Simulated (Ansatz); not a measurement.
Geometry optimisation, Ansatz 0.2.0, RKS B3LYP/def2-SVP.

Input file:

```yaml
crystal:
  periodic: [false, false, false]
  atoms:
    - { symbol: C, position_ang: [0.3969, 0.4811, -0.9137] }
    - { symbol: "N", position_ang: [0.2175, -0.7457, -0.2104] }
    - { symbol: B, position_ang: [-0.1451, -0.4896, 1.2477] }
    - { symbol: Cl, position_ang: [-1.658, 0.2615, 1.7456] }
    - { symbol: H, position_ang: [1.12238, -0.99931, -0.65591] }
    - { symbol: H, position_ang: [-0.6081, 1.1116, -0.9115] }
    - { symbol: H, position_ang: [1.1908, 1.1454, -0.4839] }
    - { symbol: H, position_ang: [-0.5409, -1.2551, -0.6313] }
    - { symbol: H, position_ang: [0.6227, -0.8695, 2.1427] }
basis:
  gaussian: { orbitals: def2-SVP }
hamiltonian:
  xc: b3lyp
relax:
  f_tol: 0.02
  max_steps: 50
```

Command:

```bash
$ ansatz run input.yaml --threads 2 --pin off --max-ram 3072MiB --backend cpu --events-out ev --progress --plain --runs-dir out
```

**Question.** Where does it end, and by what steps?

**Answer.** It converged. After 11 steps the energy has fallen by 3.402 eV; C1 moved furthest, 0.68 Å. Joined: C1–B3.

```json
{"step": "0", "energy less start (eV)": "0.0000", "largest force component (eV/Å)": "5.982", "accepted": "yes"}
{"step": "1", "energy less start (eV)": "-0.8812", "largest force component (eV/Å)": "2.706", "accepted": "yes"}
{"step": "2", "energy less start (eV)": "-1.4058", "largest force component (eV/Å)": "1.126", "accepted": "yes"}
{"step": "3", "energy less start (eV)": "-1.7525", "largest force component (eV/Å)": "1.788", "accepted": "yes"}
{"step": "4", "energy less start (eV)": "-2.3806", "largest force component (eV/Å)": "2.993", "accepted": "yes"}
{"step": "5", "energy less start (eV)": "-2.8920", "largest force component (eV/Å)": "2.310", "accepted": "yes"}
{"step": "6", "energy less start (eV)": "-3.1576", "largest force component (eV/Å)": "3.413", "accepted": "yes"}
{"step": "7", "energy less start (eV)": "-3.3755", "largest force component (eV/Å)": "0.428", "accepted": "yes"}
{"step": "8", "energy less start (eV)": "-3.3188", "largest force component (eV/Å)": "1.095", "accepted": "no"}
{"step": "9", "energy less start (eV)": "-3.3993", "largest force component (eV/Å)": "0.244", "accepted": "yes"}
{"step": "10", "energy less start (eV)": "-3.4019", "largest force component (eV/Å)": "0.038", "accepted": "yes"}
{"step": "11", "energy less start (eV)": "-3.4020", "largest force component (eV/Å)": "0.012", "accepted": "yes"}
```

```xyz
9
Properties=species:S:1:pos:R:3
C 0.297 0.634 -0.263
N 0.158 -0.868 -0.338
B -0.049 -0.100 1.078
Cl -1.785 -0.144 1.654
H 0.995 -1.415 -0.524
H -0.473 1.143 -0.851
H 1.314 0.967 -0.493
H -0.662 -1.226 -0.824
H 0.805 -0.349 1.891
```

Whether the end is a true minimum wasn't checked by a vibrational analysis.

The run took 26 s on 2 threads of Arm Neoverse V1 (shared host), peak memory 0.16 GiB.
